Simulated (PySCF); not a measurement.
NMR data simulated for an unnamed compound:

1H NMR (500 MHz, computed): δ 7.62 (s, 1H), 4.26 (s, 3H), 2.17 (s, 3H).

13C{1H} NMR (computed): δ 168.6 (C), 160.0 (C), 138.9 (C), 136.1 (CH), 107.1 (C), 57.4 (CH3), 10.2 (CH3).

No relativistic terms, rapidly exchanging positions averaged, gas phase, a single conformation. Coordinates at the GFN2-xTB level; shieldings: GIAO PBE0/pcSseg-1; PySCF.

References, each an isolated molecule treated in the same way: 1H (31.72 ppm), 13C (186.93 ppm) against TMS.

Q: Which of these does the molecule contain: a methoxy group, a nitrile, a (CH3)2CH unit, an NH or NH2 group, a heteroaromatic ring?

A: 
- A methoxy group: yes (δC 57.4; δH 4.26 (s)).
- A nitrile: no.
- A (CH3)2CH unit: no.
- An NH or NH2 group: no.
- A heteroaromatic ring: yes.

The data belong to `Cc1c(OC)oc(C(=O)Cl)c1`, C7H7ClO3; they needn't prove each group on their own.

Carbon signals by region: 1 in the far downfield region (above 160 ppm), 4 in the sp2 and nitrile region (100–160 ppm), 1 at 50–100 ppm, 1 below 50 ppm. Above 160 ppm: 168.6, aromatic carbon bearing oxygen.

Carbons that carry Cl, above all several Cl atoms, come out too deshielded, partly because spin–orbit coupling is missing. Shifts are as computed. Against solution values, carbons near 30 ppm lie about +3 ppm off and those near 130 ppm about +5 ppm; carbons on Cl a further +6 ppm. Of 1211 compounds with measured shifts, 218 miss one by over three times the rms of a fit or turn the order of signals round; such compounds aren't used in these exercises. Multiplicities follow the n + 1 count of equivalent neighbours, as no J values were calculated; m marks all less simple cases, F and P coupling included.
